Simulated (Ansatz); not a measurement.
A structure relaxed at PBE0-D4/def2-TZVP, charge 0, multiplicity 1:

```csv
atom,x (Å),y (Å),z (Å)
C1,-1.052,-1.192,0.157
Si2,0.254,0.125,0.254
N3,1.599,0.016,-0.784
N4,-0.494,1.621,-0.060
Cl5,1.103,-0.063,2.148
H6,-0.620,-2.171,0.374
H7,-1.492,-1.223,-0.843
H8,-1.851,-1.013,0.881
H9,2.416,-0.513,-0.532
H10,1.507,0.146,-1.777
H11,0.060,2.462,-0.081
H12,-1.430,1.803,0.264
```

Problem. Give its formula and SMILES.

Solution. CH7ClN2Si, `C[Si](N)(N)Cl`.

Problem. Summarise the bond lengths by kind.

Solution. 1 × C–Si 1.857 Å; 3 × C–H 1.092 to 1.093 Å; 2 × N–Si 1.702 Å; 1 × Cl–Si 2.084 Å; 4 × H–N 1.005 to 1.007 Å.

Program: Ansatz 0.2.0.
